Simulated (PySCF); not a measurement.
These 2 structures share the formula C5H5F5. Theory: PySCF 2.14.0, PBE0-D3(BJ)/def2-SVP geometry optimisation, gas phase. One conformer each; no zero-point energy, no entropy. No frequencies were run at this level. Point groups hold within 0.08 Å.

Problem. Order them by energy at this level, lowest first, and give relative energies in kJ/mol.
A. `[F:1][C:2]([F:3])([F:4])[C:5]([F:6])([F:7])[CH:8]1[CH2:9][CH2:10]1` with C2–C5–C8–C9 85°
B. `[CH3:1][CH2:2][C:3]([F:4])([F:5])[C:6]([F:7])=[C:8]([F:9])[F:10]` with C1–C2–C3–F4 -57°, C2–C3–C6–F7 -3°

Solution. A (0.0), B (86.8).

As drawn, the lower has a three-membered ring, which the higher lacks; the higher has a C=C bond outside aromatic rings, which the lower lacks.

```tsv
SMILES	E (Eh)	E rel (kJ/mol)	dipole (D)	point group	A, B, C (MHz)
FC(F)(F)C(F)(F)C1CC1	-691.53806	0.0	2.36	C1	2123, 1109, 1005
CCC(F)(F)C(F)=C(F)F	-691.50502	86.8	1.50	near Cs	2409, 883.8, 736.8
```
